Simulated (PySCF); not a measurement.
TPSS on Tc⁺ (technetium, charge +1)

Configuration: [Kr] 4d5 5s1, high-spin 7S determinant. Calculation: PySCF 2.14, in cc-pVDZ-PP with ECP28MDF (4s4p3d1f, 38 functions); scalar relativity through the core potential.

- Total energy: -80.1514 hartree
- One-electron energy: -133.5269 hartree
- Hartree (Coulomb) energy: 62.0501 hartree
- Exchange-correlation energy: -8.6745 hartree
- ⟨S²⟩: 12.0001
- ⟨L²⟩: 0.000
- Sum of ⟨r⟩: 20.73 bohr
- Sum of ⟨r²⟩: 39.22 bohr²
- Time after the integrals: 0.53 s of wall time on 1 thread of AMD EPYC 7R13 Processor (shared host)

```csv
shell,electrons,mean orbital energy (hartree),"rms radius, mean of both spins (bohr)"
4s α,1,-3.04949,1.14
4s β,1,-2.92080,1.14
4p α,3,-2.01074,1.26
4p β,3,-1.86572,1.26
4d α,5,-0.56238,1.82
5s α,1,-0.44385,3.23
```

Energies and moments cover only the electrons outside the core potential.
